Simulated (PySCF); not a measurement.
C₃H₃ (SMILES [C]#CC), doublet, geometry from GFN2-xTB; BLYP/6-31G (PySCF).

Here is a job for PySCF.
```python
from pyscf import gto, scf, dft

mol = gto.M(
    atom='''
C     1.528719   -0.011713    0.030741
C     0.334396   -0.002562    0.006724
C    -1.122443    0.008600   -0.022571
H    -1.471804   -0.697223   -0.774249
H    -1.503391   -0.279102    0.955880
H    -1.468840    1.010375   -0.270995
''',
    basis='6-31g',
    charge=0,
    spin=1,
    verbose=4,
)

mf = dft.UKS(mol)
mf.xc = 'blyp'
mf.grids.level = 0
mf.kernel()
mf.analyze()
```

Output, abridged:

```
PySCF version 2.14.0

[INPUT] verbose = 4
[INPUT] num. atoms = 6
[INPUT] num. electrons = 21
[INPUT] charge = 0
[INPUT] spin (= nelec alpha-beta = 2S) = 1
[INPUT] symmetry False subgroup None
[INPUT] Mole.unit = angstrom
[INPUT] Symbol           X                Y                Z      unit          X                Y                Z       unit  Magmom
[...]
nuclear repulsion = 53.4040239498196
number of shells = 21
number of NR pGTOs = 78
number of NR cGTOs = 33
basis = 6-31g
ecp = {}

******** <class 'pyscf.dft.uks.UKS'> ********
method = UKS
initial guess = minao
damping factor = 0
level_shift factor = 0
DIIS = <class 'pyscf.scf.diis.CDIIS'>
diis_start_cycle = 1
diis_space = 8
diis_damp = 0
SCF conv_tol = 1e-09
SCF conv_tol_grad = None
SCF max_cycles = 50
direct_scf = True
direct_scf_tol = 1e-13
number electrons alpha = 11  beta = 10
XC library pyscf.dft.libxc version 7.1.2
    S. Lehtola, C. Steigemann, M. J. T. Oliveira, and M. A. L. Marques,  SoftwareX 7, 1–5 (2018)
XC functionals = blyp
    A. D. Becke,  Phys. Rev. A 38, 3098 (1988)
    C. Lee, W. Yang, and R. G. Parr,  Phys. Rev. B 37, 785 (1988)
    B. Miehlich, A. Savin, H. Stoll, and H. Preuss,  Chem. Phys. Lett. 157, 200 (1989)
radial grids:
    Treutler-Ahlrichs [JCP 102, 346 (1995); DOI:10.1063/1.469408] (M4) radial grids

becke partition: Becke, JCP 88, 2547 (1988); DOI:10.1063/1.454033
pruning grids: <function nwchem_prune>
grids dens level: 0
symmetrized grids: False
atomic radii adjust function: <function treutler_atomic_radii_adjust>
small_rho_cutoff = 0
Set gradient conv threshold to 3.16228e-05
tot grids = 5120
init E= -116.139905634851

cycle= 1 E= -115.840043094938  delta_E=  0.3  |g|= 0.266  |ddm|= 1.85

cycle= 2 E= -115.619216708843  delta_E= 0.221  |g|= 0.614  |ddm|= 1.26
cycle= 3 E= -115.827444804004  delta_E= -0.208  |g|= 0.305  |ddm|=  1.2
cycle= 4 E= -115.876729884476  delta_E= -0.0493  |g|= 0.0932  |ddm|= 0.198
cycle= 5 E= -115.881667327638  delta_E= -0.00494  |g|= 0.0285  |ddm|= 0.174
cycle= 6 E= -115.882100394006  delta_E= -0.000433  |g|= 0.00537  |ddm|= 0.0552
cycle= 7 E= -115.882120385351  delta_E= -2e-05  |g|= 0.00194  |ddm|= 0.0114
cycle= 8 E= -115.882124142284  delta_E= -3.76e-06  |g|= 0.000352  |ddm|= 0.00368
cycle= 9 E= -115.882124416473  delta_E= -2.74e-07  |g|= 0.000115  |ddm|= 0.00145
cycle= 10 E= -115.882124431661  delta_E= -1.52e-08  |g|= 2.63e-05  |ddm|= 0.00032
cycle= 11 E= -115.882124433817  delta_E= -2.16e-09  |g|= 1.24e-05  |ddm|= 0.000159
cycle= 12 E= -115.882124435162  delta_E= -1.34e-09  |g|= 9.15e-06  |ddm|= 0.00015
cycle= 13 E= -115.882124436852  delta_E= -1.69e-09  |g|= 2.58e-06  |ddm|= 0.000354
cycle= 14 E= -115.882124436956  delta_E= -1.04e-10  |g|= 4.45e-07  |ddm|= 0.000108
Extra cycle  E= -115.882124436956  delta_E= -2.27e-13  |g|= 2.87e-07  |ddm|= 2.52e-06
converged SCF energy = -115.882124436956  <S^2> = 0.76485276  2S+1 = 2.014798
**** SCF Summaries ****
Total Energy =                        -115.882124436955877
Nuclear Repulsion Energy =              53.404023949819560
One-electron Energy =                 -260.171537264102767
Two-electron Energy =                   90.885388877327344
Two-electron Coulomb Energy =          108.178279184913507
DFT Exchange-Correlation Energy =      -17.292890307586159
**** MO energy ****
                             alpha | beta                alpha | beta
[...]
To work with the spin densities directly, `use mulliken_meta_spin()` only printing them here.

 ** Mulliken spin pop alpha/beta on meta-lowdin orthogonal AOs **
 ** Mulliken Spin Density (per AO)  **
spin_pop of  0 C 1s       -0.00001
spin_pop of  0 C 2s        0.35923
spin_pop of  0 C 3s        0.00276
spin_pop of  0 C 2px       0.60119
spin_pop of  0 C 2py       0.08395
spin_pop of  0 C 2pz       0.08416
spin_pop of  0 C 3px       0.00016
spin_pop of  0 C 3py       0.00005
spin_pop of  0 C 3pz       0.00005
spin_pop of  1 C 1s        0.00000
spin_pop of  1 C 2s       -0.00387
spin_pop of  1 C 3s        0.00191
spin_pop of  1 C 2px       0.01425
spin_pop of  1 C 2py      -0.07863
spin_pop of  1 C 2pz      -0.07859
spin_pop of  1 C 3px       0.00343
spin_pop of  1 C 3py       0.00026
spin_pop of  1 C 3pz       0.00026
spin_pop of  2 C 1s       -0.00000
spin_pop of  2 C 2s        0.00247
spin_pop of  2 C 3s        0.00000
spin_pop of  2 C 2px       0.01815
spin_pop of  2 C 2py       0.00199
spin_pop of  2 C 2pz       0.00199
spin_pop of  2 C 3px      -0.00000
spin_pop of  2 C 3py      -0.00003
spin_pop of  2 C 3pz      -0.00003
spin_pop of  3 H 1s       -0.00503
spin_pop of  3 H 2s       -0.00001
spin_pop of  4 H 1s       -0.00499
spin_pop of  4 H 2s       -0.00001
spin_pop of  5 H 1s       -0.00503
spin_pop of  5 H 2s       -0.00001
 ** Mulliken Spin Density (per atom)  **
spin density of  0 C =      1.13153
spin density of  1 C =     -0.14097
spin density of  2 C =      0.02454
spin density of  3 H =     -0.00504
spin density of  4 H =     -0.00501
spin density of  5 H =     -0.00505
 ** Mulliken pop alpha/beta on meta-lowdin orthogonal AOs **
 ** Mulliken pop       alpha | beta **
[...]
In total            11.00000 | 10.00000
 ** Mulliken atomic charges   ( Nelec_alpha | Nelec_beta ) **
charge of  0C =     -0.04453  (     3.58803      2.45650 )
charge of  1C =     -0.05471  (     2.95687      3.09784 )
charge of  2C =     -0.30970  (     3.16712      3.14258 )
charge of  3H =      0.13634  (     0.42931      0.43435 )
charge of  4H =      0.13630  (     0.42935      0.43435 )
charge of  5H =      0.13629  (     0.42933      0.43438 )
Dipole moment(X, Y, Z, Debye): -1.52846,  0.00903, -0.02895
```
